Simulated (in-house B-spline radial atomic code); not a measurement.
**RPA and G0W0 on SCAN: the barium ion Ba⁺**

Configuration [Xe] 6s1, highest spin, mean-field start SCAN. Computed with an all-electron radial atomic-structure program (B-spline basis): all electrons, scalar-relativistic (spin-free one-electron X2C), finite nucleus, each spin shell either full or empty, empty states to l = 9 with an (l + 1/2)⁻⁴ tail; G0W0 by contour deformation at full frequency.

RPA overbinds a lone outer s electron by self-correlation, and G0W0 tends to as well.

Command:
```bash
python run_gw.py task.json out
```
Settings (radii: box in bohr, nucleus in fm):
```
Z                        56
electrons                55
configuration            [Xe] 6s1
hamiltonian              x2c
method                   scan,scan
lmax                     9
rms_radius               4.8378
spin_polarised           True
box_radius               23.78
intervals                70
ion_configuration        [Kr] 4d10 5s2 5p6
```

Time taken, with all properties: 10 s on 1 thread of Arm Neoverse V1, with other jobs on the host.

Energies (hartree):

| term | value |
| --- | --- |
| mean-field total | -8135.12149 |
| Hartree-Fock functional on these orbitals | -8131.49807 |
| direct second order | -4.9618 |
| second-order exchange | 1.3524 |
| SOSEX correction | 1.2527 |

**Question.** What is the RPA correlation energy, and what remains with SOSEX?

**Answer.** RPA gives -4.3205 hartree (-2.14 eV per electron); RPA + SOSEX gives -3.0678, and the second-order doubles -3.6094 hartree (no singles). RPA lacks exchange-type terms and so overcorrelates at short range.

Quasi-particle levels (eV):

```
  level  occupied  mean field  Σx - vxc    Σc  QP weight    G0W0
  6s up       yes      -7.956     -1.41     ?          ?       ?
6s down        no     -11.940     32.55  0.09      0.776  20.696
```

G0W0 = mean field + (Σx - vxc) + Σc, with Σc (partial-wave tail included) taken at the quasi-particle energy. Only the outer levels were computed. Levels of low weight are left out. An empty level above zero is unbound and depends on the box.

**Question.** Where does G0W0 put 6s up?

**Answer.** At -10.463 eV, with Σc = -1.10 eV and a quasi-particle weight of 0.902. The tabulated removal energy is 10.004 eV (NIST, measured); the calculation leaves out spin-orbit coupling, Breit and QED terms, and what these don't explain is the method's own error.

**Question.** What does it cost to remove one electron (to [Kr] 4d10 5s2 5p6) by differences of total energies, each species on its own start (correlation terms add to the Hartree-Fock functional)?

**Answer.** SCAN 9.847 eV, Hartree-Fock functional 9.340 eV, + RPA 10.489 eV, + RPA + SOSEX 9.903 eV, + second order 10.445 eV. Tabulated: 10.004 eV (NIST, measured); the calculation leaves out spin-orbit coupling, Breit and QED terms, and what these don't explain is the method's own error.
